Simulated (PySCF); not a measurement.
This PySCF input asks for the NMR shieldings of SMILES F[Si](Cl)(Cl)Cl, Cl₃FSi; the geometry comes from PBE0-D3(BJ)/def2-SVP.

```python
import basis_set_exchange as bse
import numpy as np
from pyscf import gto, dft
from pyscf.prop import nmr

atoms = """
Si   -0.000218   -0.000627    0.062771
F     0.016362   -0.016229    1.664992
Cl    1.915696    0.009738   -0.595289
Cl   -0.970887    1.671138   -0.547561
Cl   -0.960953   -1.664011   -0.584903
"""
names = dict.fromkeys(["Si", "F", "Cl"], "pcSseg-1")
basis = {el: gto.basis.parse(bse.get_basis(n, elements=[el], fmt="nwchem")) for el, n in names.items()}
mol = gto.M(atom=atoms, basis=basis, charge=0, verbose=0)
mf = dft.RKS(mol, xc="GGA_XC_KT2")
mf.grids.level = 2
mf.grids.alignment = dft.numint.BLKSIZE   # the property module wants whole blocks of grid points
mf.conv_tol = 1e-9
mf.kernel()

calc = nmr.RKS(mf)   # GIAO
sigma = calc.kernel()   # uncoupled for a functional without exact exchange
for i, s in enumerate(sigma):   # ppm
    w = np.linalg.eigvalsh((s + s.T) / 2)
    print("%2d %-2s iso %8.1f  s11 %8.1f  s22 %8.1f  s33 %8.1f" % (i, mol.atom_pure_symbol(i), w.mean(), *w))
```

Q: What are the results?

A: 
```
 0 Si iso    368.2  s11    359.4  s22    372.4  s33    372.6
 1 F  iso    233.0  s11    193.3  s22    193.6  s33    312.2
 2 Cl iso    774.4  s11    663.7  s22    670.7  s33    988.8
 3 Cl iso    774.5  s11    664.0  s22    669.9  s33    989.5
 4 Cl iso    774.2  s11    663.5  s22    669.9  s33    989.4
```

These numbers come from an equivalent density-fitted implementation of the same equations, which agrees with the script to about 0.01 ppm for H and up to a few tenths of a ppm for heavy atoms, so last digits may differ.

Q: Turn these shieldings into chemical shifts. Referencing at the same level of theory: 29Si (σ = 361.05 ppm) against TMS; CFCl3 for 19F (σ = 138.57 ppm); 35Cl (σ = 942.74 ppm) against HCl.

A: Averaging equivalent atoms: Si 0: -7.1; F 1: -94.4; Cl 2/3/4: 168 ppm. Unscaled 19F shifts against computed CFCl3 carry errors that often reach 10 to 50 ppm.

Size and cost of the density-fitted run: 113 basis functions, 6.4 s wall time on 1 thread of an Arm Neoverse V2, shared host.
